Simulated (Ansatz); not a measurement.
# Reading a saddle point

A first-order saddle point of InSiH4Cl, closed shell, PBE0-D4/def2-TZVP, with one imaginary mode of 800i cm⁻¹:

```csv
atom,x (Å),y (Å),z (Å)
In1,-1.1000,-0.7080,0.6631
Si2,0.6554,0.8040,-0.3443
H3,0.5548,-1.0326,-0.5029
Cl4,-2.5373,-2.3794,1.4216
H5,-0.1703,0.6883,-1.5843
H6,1.4807,0.3898,0.8300
H7,1.1167,2.2378,-0.4833
```

Computed with Ansatz 0.2.0 (basis: def2-TZVPP and def2-QZVPP); correlated methods freeze the cores. Filled d shells of the heavier atoms are correlated. Core potentials replace the inner electrons of the atoms past krypton. The def2 sets are not built for correlating such inner shells, so the correlated values are less sure here. Extrapolation: Hartree–Fock as exp(−7.88 √X), correlation as X^−2.97.

(1) Which contacts change along the imaginary mode, and what lies on either side? (A judgement: the text doesn't fix the answer.)

(2) Which side is lower, and how far does the saddle lie above each? (To be estimated.)

No T1 diagnostic of these runs exceeds 0.017. The start structure is not quite a true minimum (one mode of 31i cm⁻¹).

Results:

(1) The calculation gives: The step is InSiH₄Cl ([SiH3][InH][Cl]) → InCl + SiH₄, with the molecules in contact on both sides. Shortening one way: Si2–H3; lengthening the same way: In1–Si2, In1–H3.
```
   pair  one side (Å)  saddle (Å)  other side (Å)
 Si2–H3          3.98        1.85            1.49
In1–Si2          2.56        2.53            4.02
 In1–H3          1.72        2.05            3.68
```

(2) The calculation gives: The side with Si2–H3 short is lower by 0.623 eV; the saddle lies 2.862 eV above it and 2.239 eV above the other (CCSD(T) at an estimated basis limit (MP2 extrapolated from triple and quadruple zeta, plus CCSD(T) − MP2 in triple zeta); electronic energies).

Losses and insertions of silylenes and their heavier kin drive the gas-phase chemistry of silicon and germanium vapour deposition.

Labels in which every atom is bracketed show which atoms are joined, not bond orders.

For scale, one of the runs: CCSD(T)/def2-TZVPP, 190 basis functions, launched by `ansatz run in.yaml --threads 4 --pin off --events-out ev --progress --plain --max-ram 9574MiB`. The run took 35 s on 4 CPU threads of an Arm Neoverse V2 (shared host), with 2.1 GiB of host memory at its peak.
